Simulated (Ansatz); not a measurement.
CH3AlNSi, SMILES `[C-]#[N+][Al-][SiH3]` (lower singlet) (charge -1, multiplicity 1). This singlet lies 0.95 eV below the relaxed triplet at the level frozen-core CCSD(T)/aug-cc-pVDZ // B3LYP-D3(BJ)/def2-TZVPD (Ansatz, a program for electronic structure).

Calculation: LDA/aug-cc-pVTZ // B3LYP-D3(BJ)/def2-TZVPD (Ansatz).

Ansatz 0.2 input:
```yaml
crystal:
  periodic: [false, false, false]
  atoms:
    - { symbol: C, position_ang: [3.049361, 0.309876, 0.23357] }
    - { symbol: N, position_ang: [2.142534, -0.236061, -0.266728] }
    - { symbol: Al, position_ang: [0.84732, -1.321684, -1.225126] }
    - { symbol: Si, position_ang: [-1.128275, 0.056803, -0.189306] }
    - { symbol: H, position_ang: [-1.149127, 1.536664, -0.48606] }
    - { symbol: H, position_ang: [-1.250528, 0.021796, 1.314851] }
    - { symbol: H, position_ang: [-2.511289, -0.367396, -0.623345] }
basis:
  gaussian: { orbitals: aug-cc-pVTZ }
hamiltonian:
  xc: lda
total_charge: -1
```

Output:

```
Functional definition: SPW92
1280 factors; their error is unknown
mean field evaluation 1: about -16966.5313 eV, gradient 3.6e1 eV
mean field evaluation 2: about -16961.5227 eV, gradient 5.8e1 eV
mean field evaluation 4: about -16969.6286 eV, gradient 9.2e0 eV
mean field evaluation 8: about -16969.8256 eV, gradient 1.6e-1 eV
mean field evaluation 16: about -16969.7966 eV, gradient 1.1e-4 eV
mean field -16969.79664021 eV, -623.6285239865 hartree, gradient 4.5e-5 eV, S^2 0.000000; 0 other end points of the search recorded, 0 dependent functions left out
reference -16969.79670978 eV, -623.6285265430 hartree; 22, 22 occupied and 239, 239 virtual orbitals, 1280 factors
Total energy: -16969.79670978 eV, -623.6285265430 hartree
```
